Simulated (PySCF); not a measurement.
# Vibration and rotation of ZrF

UHF-CCSD(T) constants of ZrF, ⁴Σ⁻ (quartet), unpaired electrons σ ↑, δ ↑↑ (PySCF, scalar-relativistic core potentials, basis sets Zr def2-TZVPPD with ECP28, F def2-TZVPPD; masses 89.9047 and 18.9984 u):

* ωe: 646.4 cm⁻¹
* ωexe: 2.71 cm⁻¹
* Be: 0.29865 cm⁻¹
* αe: 0.00177 cm⁻¹
* De to Zr (4d2 5s2) + F: 6.03 eV

**Question.** What force constant and bond length do these constants imply?

**Answer.** Reduced mass μred = 15.684 u; k = 5.8918×10⁻⁷·μred·ωe² (u, cm⁻¹, mdyn/Å) = 3.86 mdyn/Å; Re = √(16.8576/(μred·Be)) (u, cm⁻¹, Å) = 1.897 Å.

**Question.** Estimate the centrifugal constant D from the Kratzer relation and find the Dunham coefficient a1.

**Answer.** D = 4Be³/ωe² = 2.55e-07 cm⁻¹; a1 = −1 − αeωe/(6Be²) = -3.14.

Correlated steps freeze 1 core orbital. Spin–orbit coupling is left out, which matters for elements this heavy, above all for dissociation energies. With d or f electrons several states lie close, and the lowest PBE0 determinant need not be the measured ground state.
